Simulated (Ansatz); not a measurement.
Interaction energy ladder

The pair of HBr (SMILES Br, atoms 1–2) and H₂ (SMILES [H][H], atoms 3–4), both closed shells, in one local arrangement (a lower one may exist), relaxed at PBE0-D4/def2-TZVP:

```tsv
atom	x (Å)	y (Å)	z (Å)
Br1	-0.2638	-0.7185	-1.7660
H2	0.2406	0.6070	-1.8508
H3	-0.0419	-0.0886	1.4682
H4	0.0650	0.2002	2.1485
```

Ansatz 0.2.0; basis: def2-TZVPPD, with def2-QZVPPD for the basis limit; cores frozen in the correlated methods. Filled d shells of the heavier atoms are correlated. The def2 sets are not built for correlating such inner shells, so the correlated values are less sure here. B3LYP uses VWN-RPA correlation. Extrapolation: Hartree–Fock as exp(−7.88 √X), correlation as X^−2.97. Interaction energies count from these two fragments, frozen as in the pair, with the counterpoise correction; negative means bound.

**Question.** What is the interaction energy by CCSD(T) at an estimated basis limit (MP2 extrapolated from triple and quadruple zeta, plus CCSD(T) − MP2 in triple zeta)? (To be estimated.)

**Answer.** Computed: -1.1 kJ/mol. Hartree–Fock alone gives 0.9 kJ/mol at the basis limit, so without correlation the pair would not bind at this distance. It counts from the two fragments frozen as in the pair.

The same quantity by other methods in triple zeta, and each one's difference from that estimate:
```json
{"method": "PBE-D4", "E_int (kJ/mol)": "-2.0", "difference": "-0.8"}
{"method": "revPBE-D4", "E_int (kJ/mol)": "-1.0", "difference": "0.2"}
{"method": "BLYP-D4", "E_int (kJ/mol)": "-0.4", "difference": "0.7"}
{"method": "r2SCAN-D4", "E_int (kJ/mol)": "-0.5", "difference": "0.7"}
{"method": "B97M-V", "E_int (kJ/mol)": "-1.4", "difference": "-0.3"}
{"method": "PBE0-D4", "E_int (kJ/mol)": "-1.6", "difference": "-0.5"}
{"method": "B3LYP-D4", "E_int (kJ/mol)": "-0.8", "difference": "0.3"}
{"method": "HSE06-D4", "E_int (kJ/mol)": "-1.7", "difference": "-0.5"}
{"method": "wB97X-V", "E_int (kJ/mol)": "-1.2", "difference": "-0.1"}
{"method": "wB97M-V", "E_int (kJ/mol)": "-1.0", "difference": "0.1"}
{"method": "B2PLYP", "E_int (kJ/mol)": "-0.1", "difference": "1.0"}
{"method": "HF", "E_int (kJ/mol)": "0.9", "difference": "2.1"}
{"method": "MP2", "E_int (kJ/mol)": "-0.8", "difference": "0.3"}
{"method": "CCSD", "E_int (kJ/mol)": "-0.6", "difference": "0.6"}
{"method": "CCSD(T)", "E_int (kJ/mol)": "-0.8", "difference": "0.4"}
```
Differences are method less estimate.

**Question.** Which atoms make the shortest contact between the fragments?

**Answer.** Br1 and H3, 3.30 Å apart.

Basis-set superposition shift (counterpoise-corrected less uncorrected): CCSD(T) 0.9; MP2 0.9; HF 0.1; PBE0-D4 0.1; wB97M-V 0.2 kJ/mol.

The T1 diagnostic stays at or below 0.006.

For scale, one of the runs: CCSD(T)/def2-TZVPPD, 108 basis functions, launched by `ansatz run in.yaml --threads 2 --pin off --events-out ev --progress --plain --max-ram 5222MiB`. Hardware: 2 CPU threads of an Arm Neoverse V1, shared host. Wall time about 3.7 s.
